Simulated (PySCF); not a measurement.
Job file and geometry (Å, from GFN2-xTB) of an NMR shielding run on SMILES [NH3+][B@@H-]1[C@H](C#CC(C)=S)CC1, C$_{7}$H$_{12}$BNS, PySCF, GIAO PBE0/pcSseg-1 NMR shielding, non-relativistic, gas phase; density fitting, a coarse starting grid and PySCF grid level 2 are the driver's defaults:

```
$ OMP_NUM_THREADS=1 python probes_run.py task.json out

{"job": {"kind": "nmr", "xc": "PBE0", "basis": "pcSseg-1"}, "charge": 0, "multiplicity": 1}
C      3.595209     1.493275     0.912066
C      2.382079     1.222612     0.089607
S      2.033615     2.107849    -1.271486
C      1.474010     0.250937     0.459119
C      0.552459    -0.534022     0.618200
C     -0.666275    -1.234884     0.648418
C     -0.997880    -2.019569    -0.649082
C     -2.345010    -1.322257    -0.892294
B     -1.981740    -0.248360     0.269128
N     -1.413312     1.103167    -0.419380
H      4.314230     2.081295     0.346159
H      3.309524     2.059083     1.800914
H      4.053172     0.561961     1.242395
H     -0.779975    -1.844775     1.542913
H     -0.269274    -1.822452    -1.435911
H     -1.051211    -3.096112    -0.492616
H     -3.181294    -1.984083    -0.677431
H     -2.470384    -0.969337    -1.916697
H     -2.734288     0.040447     1.134092
H     -2.081457     1.459455    -1.097005
H     -0.528304     0.896279    -0.890136
H     -1.224306     1.818875     0.277395
```

**Question.** Write the output of this run.

**Answer.** 
```
coarse grid: 18816 points
cycle   1  E = -750.9117123123  dE =  1.447e+00  |g| = 5.596e-01  |ddm| = 4.602e+00
cycle   2  E = -750.8596874707  dE =  5.202e-02  |g| = 7.428e-01  |ddm| = 1.512e+00
cycle   3  E = -750.9916771125  dE = -1.320e-01  |g| = 2.041e-01  |ddm| = 9.509e-01
cycle   4  E = -751.0015472627  dE = -9.870e-03  |g| = 7.766e-02  |ddm| = 3.178e-01
cycle   5  E = -751.0029006792  dE = -1.353e-03  |g| = 2.433e-02  |ddm| = 8.872e-02
cycle   6  E = -751.0030251827  dE = -1.245e-04  |g| = 1.005e-02  |ddm| = 4.048e-02
cycle   7  E = -751.0030560203  dE = -3.084e-05  |g| = 3.087e-03  |ddm| = 1.759e-02
cycle   8  E = -751.0030586043  dE = -2.584e-06  |g| = 6.279e-04  |ddm| = 4.327e-03
final grid: 176872 points
cycle   9  E = -751.0608242817  dE = -5.231e-05  |g| = 1.144e-02  |ddm| = 7.479e-02
cycle  10  E = -751.0607568316  dE =  6.745e-05  |g| = 1.879e-02  |ddm| = 3.539e-02
cycle  11  E = -751.0608564558  dE = -9.962e-05  |g| = 3.114e-03  |ddm| = 2.713e-02
cycle  12  E = -751.0608593570  dE = -2.901e-06  |g| = 3.991e-04  |ddm| = 4.250e-03
cycle  13  E = -751.0608593802  dE = -2.321e-08  |g| = 2.582e-04  |ddm| = 6.982e-04
cycle  14  E = -751.0608593940  dE = -1.380e-08  |g| = 9.894e-05  |ddm| = 3.117e-04
cycle  15  E = -751.0608593964  dE = -2.409e-09  |g| = 2.819e-05  |ddm| = 1.229e-04
cycle  16  E = -751.0608593966  dE = -2.256e-10  |g| = 5.706e-06  |ddm| = 4.492e-05
converged SCF energy = -751.0608593966

GIAO shielding tensors (ppm)
atom      isotropic    diamagn.    paramagn.     s11        s22        s33       span
  0 C      146.379     247.111    -100.733    121.412    131.592    186.132     64.720
  1 C      -53.065     265.077    -318.142   -223.357    -86.177    150.338    373.694
  2 S     -406.030    1059.744   -1465.774  -1213.076   -464.178    459.162   1672.238
  3 C       80.503     264.589    -184.086     -3.737      2.682    242.564    246.302
  4 C       24.087     262.769    -238.682    -65.621     18.378    119.504    185.126
  5 C      166.329     255.489     -89.160    145.968    172.079    180.940     34.972
  6 C      159.905     250.172     -90.267    148.728    151.260    179.726     30.998
  7 C      178.280     254.218     -75.938    168.797    178.833    187.210     18.414
  8 B      111.571     185.604     -74.033    103.074    112.474    119.166     16.093
  9 N      211.194     318.121    -106.926    201.024    208.913    223.646     22.623
 10 H       28.543      28.345       0.198     24.967     28.583     32.079      7.112
 11 H       28.939      27.975       0.964     26.109     27.553     33.155      7.046
 12 H       28.776      28.610       0.167     24.924     28.514     32.891      7.967
 13 H       29.398      31.726      -2.328     24.122     28.237     35.836     11.713
 14 H       29.370      31.483      -2.113     26.115     28.432     33.562      7.447
 15 H       28.990      30.778      -1.788     24.485     27.161     35.323     10.838
 16 H       30.544      30.765      -0.221     26.390     28.416     36.825     10.435
 17 H       31.528      31.141       0.388     27.800     29.494     37.292      9.492
 18 H       28.664      29.856      -1.193     25.784     28.630     31.577      5.794
 19 H       29.079      28.503       0.576     23.347     25.256     38.636     15.289
 20 H       26.365      31.348      -4.983     20.239     22.888     35.967     15.728
 21 H       28.579      31.148      -2.569     23.366     24.277     38.094     14.728
```

Size and cost of the density-fitted run: 237 basis functions, 87 s wall time on 1 thread of an Arm Neoverse V1, shared host; peak memory 1.1 GiB.
